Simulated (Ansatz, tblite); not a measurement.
Cost and result up the ladder for the cluster Hg₃ (3 atoms). Charge 0, multiplicity 1. Geometry: r2SCAN/def2-TZVP.

```xyz
3

Hg   -1.4174   -0.3799    1.2632
Hg    1.3910    1.2667    0.4578
Hg    0.0264   -0.8868   -1.7210
```

Ansatz on 4 threads of Arm Neoverse V2 on a shared host; xTB runs through tblite on one thread. Times are rough, summed over both states, and most runs start from the orbitals of an earlier one. B2PLYP/def2-TZVP serves as the yardstick here, not as an exact answer. The other state is a triplet at its own geometry, which has other bonds, so the gap mixes isomer and spin.

In the def2 sets Hg takes a core potential; there is no spin–orbit coupling. The xTB rows come from tblite. Correlated methods freeze no core orbitals; core or outer-core shells of Hg are correlated, in sets that lack core-valence functions. HOMO above LUMO, or a gap near zero within one spin, warns that the state may not be the lowest or that an electron is smeared out. The structure comes from a short search, and lower isomers may exist.

Run but left out: B97M-V/def2-TZVP (triplet: an occupied level 0.15 eV above an empty one).

Correlated methods converge slowly with the basis.

xTB has no spin-polarisation term.

| level | functions | wall time | triplet − singlet (eV) | difference from B2PLYP/def2-TZVP (eV) | remarks |
| --- | --- | --- | --- | --- | --- |
| GFN1-xTB | 12 | 0.002 s | 4.38 | 0.85 | – |
| GFN2-xTB | 12 | 0.002 s | 5.24 | 1.71 | – |
| revPBE/def2-TZVP | 129 | 5.6 s | 3.41 | -0.11 | gap within one spin near zero (triplet) |
| BHLYP/def2-TZVP | 129 | 8.9 s | 3.32 | -0.20 | – |
| B2PLYP/def2-TZVP | 129 | 10 s | 3.52 | 0.00 | – |
| r2SCAN/def2-TZVP | 129 | 12 s | 3.21 | -0.31 | – |
